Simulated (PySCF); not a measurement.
H$_{4}$O$_{4}$Ti, triplet (typed; the unrestricted solution is spin-contaminated), at the geometry of the source list (the multiplicity is a formal guess); HF/def2-SV(P) run with PySCF.

Input for PySCF:
```python
from pyscf import gto, scf

mol = gto.M(
    atom='''
Ti    0.02000000   -0.09080000   -0.04250000
O     1.36250000   -0.37460000   -1.08490000
H     2.29290000   -0.17890000   -1.20800000
O     0.50400000    0.05040000    1.60940000
H     0.56630000    0.83190000    2.16670000
O    -0.72760000    1.42300000   -0.46910000
H    -1.26590000    1.55400000   -1.25620000
O    -1.17550000   -1.34450000   -0.20720000
H    -1.57660000   -1.87050000    0.49170000
''',
    basis='def2-sv(p)',
    spin=2,
    verbose=4,
)

mf = scf.UHF(mol)
mf.kernel()
```

**Question.** What does PySCF print? Leave out banner, timings and long lists.

**Answer.** 
```
PySCF version 2.14.0

[INPUT] verbose = 4
[INPUT] num. atoms = 9
[INPUT] num. electrons = 58
[INPUT] charge = 0
[INPUT] spin (= nelec alpha-beta = 2S) = 2
[INPUT] symmetry False subgroup None
[INPUT] Mole.unit = angstrom
[INPUT] Symbol           X                Y                Z      unit          X                Y                Z       unit  Magmom
[INPUT]  1 Ti     0.020000000000  -0.090800000000  -0.042500000000 AA    0.037794522491  -0.171587132111  -0.080313360294 Bohr   0.0
[INPUT]  2 O      1.362500000000  -0.374600000000  -1.084900000000 AA    2.574751844720  -0.707891406262  -2.050163872541 Bohr   0.0
[INPUT]  3 H      2.292900000000  -0.178900000000  -1.208000000000 AA    4.332953031015  -0.338072003685  -2.282789158475 Bohr   0.0
[INPUT]  4 O      0.504000000000   0.050400000000   1.609400000000 AA    0.952421966781   0.095242196678   3.041325224875 Bohr   0.0
[INPUT]  5 H      0.566300000000   0.831900000000   2.166700000000 AA    1.070151904341   1.572063163026   4.094469594095 Bohr   0.0
[INPUT]  6 O     -0.727600000000   1.423000000000  -0.469100000000 AA   -1.374964728234   2.689080275256  -0.886470525033 Bohr   0.0
[INPUT]  7 H     -1.265900000000   1.554000000000  -1.256200000000 AA   -2.392204301087   2.936634397574  -2.373873957679 Bohr   0.0
[INPUT]  8 O     -1.175500000000  -1.344500000000  -0.207200000000 AA   -2.221373059426  -2.540736774478  -0.391551253010 Bohr   0.0
[INPUT]  9 H     -1.576600000000  -1.870500000000   0.491700000000 AA   -2.979342207989  -3.534732715999   0.929178335449 Bohr   0.0

nuclear repulsion = 339.004350999513
number of shells = 42
number of NR pGTOs = 178
number of NR cGTOs = 88
basis = def2-sv(p)
ecp = {}

******** <class 'pyscf.scf.uhf.UHF'> ********
method = UHF
initial guess = minao
damping factor = 0
level_shift factor = 0
DIIS = <class 'pyscf.scf.diis.CDIIS'>
diis_start_cycle = 1
diis_space = 8
diis_damp = 0
SCF conv_tol = 1e-09
SCF conv_tol_grad = None
SCF max_cycles = 50
direct_scf = True
direct_scf_tol = 1e-13
number electrons alpha = 30  beta = 28
Set gradient conv threshold to 3.16228e-05
init E= -1149.71101765588

cycle= 1 E= -1149.37291809273  delta_E= 0.338  |g|= 0.704  |ddm|= 2.72

cycle= 2 E= -1149.44222977541  delta_E= -0.0693  |g|= 0.683  |ddm|= 1.17

cycle= 3 E= -1149.62869215459  delta_E= -0.186  |g|= 0.0941  |ddm|= 0.647

cycle= 4 E= -1149.64003675685  delta_E= -0.0113  |g|= 0.051  |ddm|= 0.291

cycle= 5 E= -1149.64762653515  delta_E= -0.00759  |g|= 0.0422  |ddm|= 0.258

cycle= 6 E= -1149.65330894647  delta_E= -0.00568  |g|= 0.0339  |ddm|= 0.178

cycle= 7 E= -1149.65966609433  delta_E= -0.00636  |g|= 0.0349  |ddm|= 0.225

cycle= 8 E= -1149.66319123829  delta_E= -0.00353  |g|= 0.0356  |ddm|= 0.148

cycle= 9 E= -1149.65958626976  delta_E= 0.0036  |g|= 0.0335  |ddm|= 0.163

cycle= 10 E= -1149.65090053785  delta_E= 0.00869  |g|= 0.0268  |ddm|= 0.493

cycle= 11 E= -1149.64895925167  delta_E= 0.00194  |g|= 0.0249  |ddm|= 0.252

cycle= 12 E= -1149.6485786199  delta_E= 0.000381  |g|= 0.0236  |ddm|= 0.0848

cycle= 13 E= -1149.64949985013  delta_E= -0.000921  |g|= 0.0225  |ddm|= 0.0649

cycle= 14 E= -1149.65052019355  delta_E= -0.00102  |g|= 0.0209  |ddm|= 0.0569

cycle= 15 E= -1149.65415899297  delta_E= -0.00364  |g|= 0.0162  |ddm|= 0.247

cycle= 16 E= -1149.6550912939  delta_E= -0.000932  |g|= 0.0119  |ddm|= 0.124

cycle= 17 E= -1149.65555709947  delta_E= -0.000466  |g|= 0.00993  |ddm|= 0.0822

cycle= 18 E= -1149.65595647635  delta_E= -0.000399  |g|= 0.00794  |ddm|= 0.0798

cycle= 19 E= -1149.65602653799  delta_E= -7.01e-05  |g|= 0.0115  |ddm|= 0.0802

cycle= 20 E= -1149.656245244  delta_E= -0.000219  |g|= 0.00731  |ddm|= 0.0402

cycle= 21 E= -1149.65669007067  delta_E= -0.000445  |g|= 0.00647  |ddm|= 0.101

cycle= 22 E= -1149.65699802562  delta_E= -0.000308  |g|= 0.00567  |ddm|= 0.0898

cycle= 23 E= -1149.65716665508  delta_E= -0.000169  |g|= 0.00551  |ddm|= 0.0488

cycle= 24 E= -1149.65765425245  delta_E= -0.000488  |g|= 0.00678  |ddm|= 0.142

cycle= 25 E= -1149.65743193871  delta_E= 0.000222  |g|= 0.00675  |ddm|= 0.0603

cycle= 26 E= -1149.65740902752  delta_E= 2.29e-05  |g|= 0.00712  |ddm|= 0.0331

cycle= 27 E= -1149.65736084889  delta_E= 4.82e-05  |g|= 0.00683  |ddm|= 0.0277

cycle= 28 E= -1149.65741292689  delta_E= -5.21e-05  |g|= 0.006  |ddm|= 0.0307

cycle= 29 E= -1149.65751502678  delta_E= -0.000102  |g|= 0.00541  |ddm|= 0.0366

cycle= 30 E= -1149.6574539254  delta_E= 6.11e-05  |g|= 0.00373  |ddm|= 0.0415

cycle= 31 E= -1149.657446145  delta_E= 7.78e-06  |g|= 0.00378  |ddm|= 0.00248

cycle= 32 E= -1149.6575362109  delta_E= -9.01e-05  |g|= 0.00397  |ddm|= 0.0362

cycle= 33 E= -1149.65738944107  delta_E= 0.000147  |g|= 0.00387  |ddm|= 0.0579

cycle= 34 E= -1149.6573520396  delta_E= 3.74e-05  |g|= 0.00368  |ddm|= 0.0237

cycle= 35 E= -1149.6572130591  delta_E= 0.000139  |g|= 0.00362  |ddm|= 0.0779

cycle= 36 E= -1149.65712622791  delta_E= 8.68e-05  |g|= 0.0037  |ddm|= 0.0967

cycle= 37 E= -1149.65718143366  delta_E= -5.52e-05  |g|= 0.00363  |ddm|= 0.0384

cycle= 38 E= -1149.6573027759  delta_E= -0.000121  |g|= 0.00392  |ddm|= 0.0767

cycle= 39 E= -1149.65754873697  delta_E= -0.000246  |g|= 0.00664  |ddm|= 0.151

cycle= 40 E= -1149.65739636359  delta_E= 0.000152  |g|= 0.00531  |ddm|= 0.113

cycle= 41 E= -1149.65729025011  delta_E= 0.000106  |g|= 0.00492  |ddm|= 0.0837

cycle= 42 E= -1149.65715881417  delta_E= 0.000131  |g|= 0.00511  |ddm|= 0.0939

cycle= 43 E= -1149.6570569907  delta_E= 0.000102  |g|= 0.00612  |ddm|= 0.0558

cycle= 44 E= -1149.65761021481  delta_E= -0.000553  |g|= 0.00718  |ddm|= 0.321

cycle= 45 E= -1149.6575289752  delta_E= 8.12e-05  |g|= 0.00631  |ddm|= 0.0419

cycle= 46 E= -1149.65715341422  delta_E= 0.000376  |g|= 0.0072  |ddm|= 0.214

cycle= 47 E= -1149.65693463255  delta_E= 0.000219  |g|= 0.0106  |ddm|= 0.0982

cycle= 48 E= -1149.65704091948  delta_E= -0.000106  |g|= 0.00887  |ddm|= 0.0447

cycle= 49 E= -1149.65720504051  delta_E= -0.000164  |g|= 0.00706  |ddm|= 0.0875

cycle= 50 E= -1149.65715138741  delta_E= 5.37e-05  |g|= 0.00736  |ddm|= 0.03
SCF not converged.
SCF energy = -1149.65715138741 after 50 cycles  <S^2> = 2.2432233  2S+1 = 3.1579888
```

The run did not converge; its last values are not results.
